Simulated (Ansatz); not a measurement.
Basis sets compared for SnClH3 (SnH₃Cl). The state is a singlet with charge 0. Geometry PBE0-D4/def2-TZVP. Ansatz on 4 threads of Arm Neoverse V2 on a shared host; times are rough, and most runs start from earlier orbitals.

Cartesian coordinates in Å:
```
Sn -0.175 0.053 -0.001
Cl 2.058 -0.621 0.017
H -1.046 -1.173 0.792
H -0.609 0.207 -1.638
H -0.229 1.534 0.830
```

In the def2 sets Sn takes a core potential, while STO-3G treats all electrons; there is no spin–orbit coupling.

STO-3G and 6-31G are all-electron sets without relativity, so their totals don't compare with the def2 sets.

Binding counts from free atoms (Sn triplet, Cl doublet, H doublet) in the same basis, without a counterpoise term.

```
                          level  functions  energy (Eh)  HOMO (eV)  LUMO (eV)  binding per atom (eV)  wall time
                      HF/STO-3G         39   -6419.6952      -9.57       8.12                   2.98     0.15 s
                   HF/def2-TZVP        105    -674.6357     -11.83       1.86                   1.74      0.3 s
                PBE-D4/def2-SVP         59    -675.9629      -7.02      -1.45                   2.32      0.3 s
               PBE-D4/def2-TZVP        105    -676.1377      -7.27      -1.70                   2.35     0.45 s
            r2SCAN-D4/def2-TZVP        105    -676.3847      -7.62      -1.36                   2.38      1.3 s
               PBE0-D4/def2-SVP         59    -676.0182      -8.43      -0.62                   2.31      0.4 s
PBE0-D4/def2-TZVP (with forces)        105    -676.1894      -8.63      -0.87                   2.34      0.8 s
```

Task: Estimate the rows for PBE-D4/def2-TZVPD, r2SCAN-D4/def2-TZVPD, PBE0-D4/def2-TZVPD.

Result: 
| level | functions | energy (Eh) | HOMO (eV) | LUMO (eV) | binding per atom (eV) | wall time |
| --- | --- | --- | --- | --- | --- | --- |
| PBE-D4/def2-TZVPD | 129 | -676.1387 | -7.32 | -1.81 | 2.35 | 0.65 s |
| r2SCAN-D4/def2-TZVPD | 129 | -676.3854 | -7.65 | -1.44 | 2.38 | 1.4 s |
| PBE0-D4/def2-TZVPD | 129 | -676.1902 | -8.67 | -1.00 | 2.34 | 0.85 s |
